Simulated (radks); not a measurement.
Polarisability of the oxygen ion O2+, [He] 2s2 2p2, at imaginary frequency. All-electron calculation, non-relativistic Kohn-Sham, LDA (Slater exchange, VWN5 correlation), spin-unpolarised, spherical densities, point nucleus. Program: a radial shooting solver on a logarithmic mesh with Libxc functionals. Response by self-consistent Sternheimer equations with the Hartree and adiabatic LDA kernel.

| w (hartree) | alpha1(iw) (bohr^3) |
|---|---|
| 0.00266 | 1.670 |
| 0.0143 | 1.670 |
| 0.0360 | 1.667 |
| 0.0697 | 1.660 |
| 0.118 | 1.641 |
| 0.186 | 1.600 |
| 0.280 | 1.522 |
| 0.413 | 1.391 |
| 0.605 | 1.196 |
| 0.892 | 0.9499 |
| 1.35 | 0.6787 |
| 2.12 | 0.4171 |
| 3.59 | 0.2045 |
| 6.94 | 0.07121 |
| 17.5 | 0.01416 |

Static values: alpha1 = 1.670 bohr^3 (0.2475 angstrom^3; uncoupled 2.533). C6 = 2.277, triple-dipole C9 = 2.663 atomic units. One-pole (London) frequency 4 C6 / (3 alpha1^2) = 1.089 hartree, against 1.594 for minus the highest occupied eigenvalue. The dipole shielding factor is 0.750, as the force sum rule N/Z = 0.750 demands.
